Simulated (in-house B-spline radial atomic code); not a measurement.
**Ionising Ni⁵⁺ with different functionals**

Computed with an all-electron radial atomic-structure program (B-spline basis): four-component Dirac-Coulomb Hamiltonian, Fermi nucleus of rms radius 3.7757 fm, spin-restricted, spherical fractional occupations for the functionals. The ionisation energy is the difference of two self-consistent energies, [Ar] 3d5 → [Ar] 3d4, without Breit or QED terms; ε is the level of the shell that loses the electron (mean over j). The electron is taken from both j subshells in proportion to 2j + 1, so the result is a j average, not the step between ground levels.

Hybrids are left out here: with spherical fractional occupations of an open shell their exact exchange keeps a self-interaction that integer-occupation calculations don't have.

| method | rung | ΔSCF (eV) | -ε(3d) (eV) |
| --- | --- | --- | --- |
| LDA VWN5 | LDA | ? | ? |
| relativistic LDA | LDA | 105.35 | 92.57 |
| LDA PW92 | LDA | 105.31 | 92.53 |
| LDA exchange-only | LDA | 103.31 | 90.57 |
| PBE | GGA | 105.02 | 92.24 |
| PBEsol | GGA | 104.97 | 92.19 |
| BLYP | GGA | 104.95 | 92.17 |
| RPBE | GGA | 104.94 | 92.15 |
| PW91 | GGA | 105.17 | 92.38 |
| BP86 | GGA | ? | ? |
| AM05 | GGA | 105.01 | 92.22 |
| OLYP | GGA | 105.48 | 92.66 |

What does LDA VWN5 give?

ΔSCF 105.32 eV, and -ε(3d) = 92.54 eV.

What does BP86 give?

ΔSCF 105.07 eV, and -ε(3d) = 92.29 eV.

How do they compare with the NIST value?

NIST lists 108 eV ± 1 (semi-empirical, ground level to ground level). Errors run from -4.69 to -2.52 eV. The correlated functionals all miss on the same side by more than they spread, so the cause is common to them (Breit-QED terms, spin polarisation, the choice among j levels, multiplet and fine-structure energies, or a listed next ion that isn't the cheapest removal here) and closeness doesn't rank the functionals.
